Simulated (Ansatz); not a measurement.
Relaxation of B$_{2}$ClH$_{3}$S (7 atoms, charge 0, multiplicity 1), to a largest force component of 0.015 eV/Å in at most 40 steps.

Theory: RKS PBE/6-31G* (Ansatz 0.2.0).

```xyz
7
Properties=species:S:1:pos:R:3
B -0.234 1.319 -0.066
S 0.681 0.313 1.150
B 0.423 -1.239 0.105
Cl -0.916 -2.333 0.416
H 0.282 1.893 -0.985
H -1.452 1.500 0.039
H 1.277 -1.521 -0.705
```

Q: Where does it end, and by what steps?

A: The run converged. After 16 steps the energy has fallen by 1.130 eV; Cl4 moved furthest, 1.33 Å.

| step | energy less start (eV) | largest force component (eV/Å) | accepted |
| --- | --- | --- | --- |
| 0 | 0.0000 | 1.160 | yes |
| 1 | -0.0220 | 0.667 | yes |
| 2 | -0.0548 | 0.519 | yes |
| 3 | -0.2017 | 0.629 | yes |
| 4 | -0.2589 | 0.641 | yes |
| 5 | -0.3301 | 0.638 | yes |
| 6 | -0.4132 | 0.612 | yes |
| 7 | -0.6895 | 0.517 | yes |
| 8 | -0.8541 | 0.369 | yes |
| 9 | -0.9557 | 0.826 | yes |
| 10 | -1.0417 | 0.240 | yes |
| 11 | -1.0387 | 0.594 | no |
| 12 | -1.0748 | 0.164 | yes |
| 13 | -1.0989 | 0.155 | yes |
| 14 | -1.1220 | 0.091 | yes |
| 15 | -1.1280 | 0.108 | yes |
| 16 | -1.1301 | 0.011 | yes |

```xyz
7
Properties=species:S:1:pos:R:3
B -0.268 1.451 -0.079
S -0.544 0.037 1.015
B 0.248 -1.316 0.078
Cl 0.227 -2.943 0.736
H 0.320 1.318 -1.117
H -0.704 2.505 0.297
H 0.782 -1.120 -0.976
```

Whether the end is a true minimum wasn't checked by a vibrational analysis.

The run took 20 s on 1 CPU thread of a shared host.
